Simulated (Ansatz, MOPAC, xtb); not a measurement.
Diatomic MgP+, multiplicity 3 (lowest of 2S+1 = 1, 3, 5 at CCSD(T)/def2-TZVPP on PBE0 minima; our sources give no spin for the ground state, which may be another). The T1 diagnostic near the minimum is 0.057, so single-reference values are doubtful.

Constants: fifth-degree fit in 1/R to seven points, most abundant isotopes. Runs in def2 and cc sets follow the lowest solution found near the PBE0 minimum.

The state that PM6 reach isn't checked.

The values were computed with Ansatz (Gaussian orbitals); MOPAC for PM6 (differences of heats of formation); xtb for the GFN methods.  The GFN methods have no spin term and hold the electronic entropy of 300 K.

```tsv
level	r_e (Å)	ω_e (cm⁻¹)	ω_e x_e (cm⁻¹)
PM6	2.381	…	2.8
GFN2-xTB	2.344	403	2.8
SVWN5/def2-TZVPP	2.430	364	2.1
PBE/def2-TZVPP	2.462	350	2.2
B97M-V/def2-TZVPP	2.439	361	2.2
B3LYP/def2-TZVPP	2.459	349	2.3
wB97M-V/def2-TZVPP	…	…	2.6
```

Fill in the missing entries.


- wB97M-V/def2-TZVPP, r_e (Å): 2.426
- wB97M-V/def2-TZVPP, ω_e (cm⁻¹): 375
- PM6, ω_e (cm⁻¹): 443

Ansatz is a program for electronic structure.
